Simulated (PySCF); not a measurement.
Distances in Å between the heavy atoms of a computed structure (PBE0-D3(BJ)/def2-SVP; lower triangle, same order across):
```
C1    0.00
C2    1.51  0.00
O3    2.44  1.43  0.00
C4    3.09  2.36  1.33  0.00
C5    4.38  3.70  2.40  1.45  0.00
N6    5.25  4.69  3.54  2.34  1.30  0.00
Se7   4.87  4.50  3.82  2.51  2.52  1.81  0.00
N8    3.19  2.73  2.33  1.30  2.35  2.61  1.80  0.00
```

Hydrogens: 3 on C1, 2 on C2, 1 on C5.

Neutral, closed shell.

**Question.** Which heavy atoms are bonded, and with what formal order?

**Answer.** C1–C2 (single); C2–O3 (single); O3–C4 (single); C4–C5 (aromatic); C5–N6 (aromatic); N6–Se7 (aromatic); Se7–N8 (aromatic); C4–N8 (aromatic). The orders are those of one drawing; other resonance forms can be drawn.

**Question.** Which species is it?

**Answer.** `CCOc1cn[se]n1`, C4H6N2OSe. Among its features: pyridine-type ring nitrogen and ether.

**Question.** Which rings does it hold (smallest set)?

**Answer.** C4–C5–N6–Se7–N8 (5 members, 0.00 Å rms from planarity).

**Question.** Classify the heavy atoms.

**Answer.** C1: methyl carbon; C2: sp3 carbon bound to oxygen; O3: aryl ether oxygen; C4: aromatic carbon bearing oxygen; C5: aromatic CH next to a ring nitrogen; N6: pyridine-type nitrogen; Se7: selenium bonded to 2 N; N8: pyridine-type nitrogen.

The values belong to the conformer `[CH3:1][CH2:2][O:3][c:4]1[cH:5][n:6][se:7][n:8]1`: C1–C2–O3–C4 -78°, C2–O3–C4–C5 179°.
